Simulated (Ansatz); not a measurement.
Gas-phase reaction in SMILES: CCCCCSC + 4 C (CH4) + S (H2S) → 4 CC (C2H6) [ethane] + 2 CS (CH4S) [methanethiol]
Structures are relaxed separately at B3LYP-D3(BJ)/def2-TZVP in Ansatz (a first-principles code), one conformer each, not searched for the lowest.

Wanted: bond separation energy (electronic energy difference), in eV. Cores are frozen in the correlated levels unless marked. No spin-orbit coupling. No relativistic terms. CBS(X,Y): correlation extrapolated as X^-3; Hartree-Fock from the larger set. The bracket is a focal-point correction in the basis named.

RI-MP2/CBS(cc-pV(T+d)Z,cc-pV(Q+d)Z)+[CCSD(T)-MP2]/cc-pV(T+d)Z (Ansatz) gives 0.54 eV.

Q: Another calculation gave 0.39 eV. Which level was it?
A) BLYP/def2-TZVPD (Ansatz)
B) wB97X/def2-TZVPD (Ansatz)
C) SVWN5/def2-TZVPD (Ansatz)

A: B, wB97X/def2-TZVPD (Ansatz). The others give 0.57 (SVWN5), 0.24 (BLYP) eV.
